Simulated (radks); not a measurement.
Excited configurations of the xenon ion Xe48+: one electron is placed in a higher orbital outside [He] 2s2 2p1. The ground configuration is [He] 2s2 2p2. Method: scalar-relativistic Kohn-Sham, PBE, spin-polarised, spherical densities, point nucleus; open shells are filled with parallel spins first (spin-orbit coupling, left out, can overturn this in heavy ions); computed with a radial shooting solver on a logarithmic mesh with Libxc functionals. Excitation = E - E(ground); binding = E(ion) - E, where the ion is the core of charge +49; n* = 49/sqrt(2 binding) in atomic units. These energies are relativistic, and a one-electron ion of charge +49 with no core already has n* below n in this formula (scalar-relativistic equation, point nucleus: 3p 2.973, 3d 2.990, 4d 3.986, 5s 4.944, 5p 4.967, 5d 4.984, 6s 5.942, 6d 5.982, 7f 6.989). The quantum defect is therefore taken as that value minus n*, so that it holds no relativistic shift of the bare ion.

outer orbital  excitation (eV)  binding (eV)  quantum defect  eigenvalue (eV)
3p                      4951.1        3812.8           0.046          -3771.6
3d                      5060.8        3703.2           0.020          -3652.4
4d                      6681.5        2082.5           0.026          -2060.7
5s                      7383.8        1380.2           0.079          -1368.4
5p                      7411.1        1352.9           0.053          -1341.0
5d                      7433.1        1330.9           0.030          -1318.4
6s                      7812.7        951.30           0.082          -943.55
6d                      7840.7        923.24           0.034          -914.90
7f                      8090.4        673.54           0.024          -667.51

The Delta-SCF ionisation energy is 8764.0 eV (NIST Atomic Spectra Database: 8971 eV, theoretical). Self-interaction in the functional shifts the binding energies and quantum defects, so they are the method's values and not measured ones. Open shells are spherical and high-spin; term and fine-structure splittings are not resolved. Spin-orbit splitting is averaged out at the scalar-relativistic level.
